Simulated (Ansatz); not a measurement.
Consider the formal exchange of groups at the Si–Si bond: `[SiH3][SiH2][SiH2][SiH2][SiH2][SiH3]` + `FBS` → `FB(S)[SiH2][SiH3]` + `[SiH3][SiH2][SiH2][SiH3]`.

Isolated molecules relaxed with PBE0-D4/def2-TZVP in Ansatz; ΔE leaves out vibrations. CBS: MP2 limit from def2 TZ/QZ plus the TZ coupled-cluster correction, frozen cores. This one scheme is used for every species. DFT in def2-TZVPP. B3LYP here is the variant with VWN-RPA as its local correlation; programs differ in this. HSE06 is defined as in plane-wave codes. One conformer a species, not always the lowest.

```tsv
level	ΔE (kJ/mol)	difference from CCSD(T)/CBS
LDA (SPW92)	31.4	-2.2
PBE-D4	33.7	0.1
revPBE-D4	34.1	0.5
BLYP-D4	31.1	-2.5
B97M-V	32.1	-1.5
PBE0-D4	36.2	2.6
B3LYP-D4	33.1	-0.5
r2SCANh-D4	32.4	-1.2
r2SCAN0-D4	34.0	0.4
HSE06-D4	36.1	2.5
BHLYP-D4	35.7	2.1
CAM-B3LYP-D4	30.0	-3.6
ωB97M-V	31.2	-2.4
B2PLYP	23.9	-9.7
PBE-QIDH	31.7	-1.9
revPBE	18.1	-15.5
BLYP	13.2	-20.4
r2SCAN	27.6	-6.0
PBE0	26.6	-7.0
r2SCAN0	29.7	-3.9
HSE06	26.7	-6.9
BHLYP	21.1	-12.5
CAM-B3LYP	19.4	-14.2
LC-ωPBE	25.4	-8.2
RPA@PBE/def2-TZVPP	28.4	-5.2
HF/def2-SVP	20.0	-13.6
MP2/def2-SVP	31.2	-2.4
CCSD/def2-SVP	27.6	-6.0
CCSD(T)/def2-SVP	28.5	-5.1
HF/def2-TZVPP	18.5	-15.1
MP2/def2-TZVPP	33.9	0.3
SCS-MP2/def2-TZVPP	29.2	-4.4
CCSD/def2-TZVPP	29.7	-3.9
CCSD(T)/def2-TZVPP	31.6	-2.0
HF/def2-QZVPP	18.6	-15.0
MP2/def2-QZVPP	35.1	1.5
SCS-MP2/def2-QZVPP	30.2	-3.4
HF/CBS(def2)	18.6	-15.0
MP2/CBS(def2)	35.9	2.3
CCSD/CBS(def2)	31.7	-1.9
CCSD(T)/CBS	33.6	0
```

Largest T1 diagnostic among the species: 0.015.

From BLYP to BHLYP (50 % exact exchange), in def2-TZVPP and without D4, ΔE moves by +7.9 kJ/mol. In def2-TZVPP, CCSD(T) changes the Hartree–Fock value by +13.1 kJ/mol (the triples alone add +1.9 kJ/mol) and MP2 by +15.4 kJ/mol.
